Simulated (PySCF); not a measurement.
**Computed properties of C4H6F2, SMILES C(/F)=C/[C@H](F)C**

C₄H₆F₂, SMILES C[C@@H](F)/C=C\F. The structure is a stationary point at r2SCAN-D4/def2-SVP. The structure was generated by enumeration; whether it is a known compound was not checked. Other conformers were not sampled. All values are computed for the isolated molecule unless a solvent is named; none is compared with measurement here.

**Structure.** All 30 harmonic modes at r2SCAN-D4/def2-SVP (PySCF) are real, so it is a minimum. With heavy atoms numbered as in [CH3:1][C@@H:2]([F:3])/[CH:4]=[CH:5]\[F:6], the shortest bond between them is C4–C5 at 1.334 Å and the longest C1–C2 at 1.518 Å.

**Vibrations.** The strongest infrared lines (harmonic, unscaled, degenerate partners summed) lie at 1740 cm⁻¹ (88 km/mol, C 92 %), 1175 cm⁻¹ (60 km/mol, C 48 %, H 43 %, F 9 %), 1109 cm⁻¹ (58 km/mol, C 60 %, H 33 %). The softest mode is at 35 cm⁻¹ and the zero-point energy is 58.5 kcal/mol.

**Electronic structure.** HF/def2-TZVP (PySCF) places the frontier levels at -10.30 and 3.66 eV, a gap of 13.96 eV, and gives a dipole moment of 3.11 D and a mean polarisability of 47.4 bohr³. PBE/def2-TZVP (PySCF) at the same geometry gives -6.33 and -1.10 eV, so its gap is 8.73 eV narrower. An orbital gap is neither the optical nor the fundamental gap.

**Excitations.** TDDFT-B3LYP/def2-SVPD (PySCF) has S1 at 6.70 eV (185 nm, f = 0.022, weak); the most intense of the 10 singlets computed lies at 6.98 eV (f = 0.28). T1 (TDA) is at 4.27 eV. TDDFT-PBE/def2-SVPD (PySCF) puts S1 at 6.33 eV. No vertical singlet excitation falls in the visible range (under 3.1 eV).

**NMR.** GIAO shifts at KT2/pcSseg-1 (PySCF) (non-relativistic, atoms alike by connectivity averaged): ¹³C from 26.6 to 156.3 ppm against TMS; ¹H from 1.8 to 7.1 ppm against TMS; ¹⁹F from -218.4 to -133.6 ppm against CFCl3.

**Solvation.** SMD-M06-2X/6-31G* (PySCF) gives -1.2 kcal/mol in water, -4.4 kcal/mol in N,N-dimethylformamide, -4.8 kcal/mol in ethanol (1 M in both phases, gas-phase geometry).
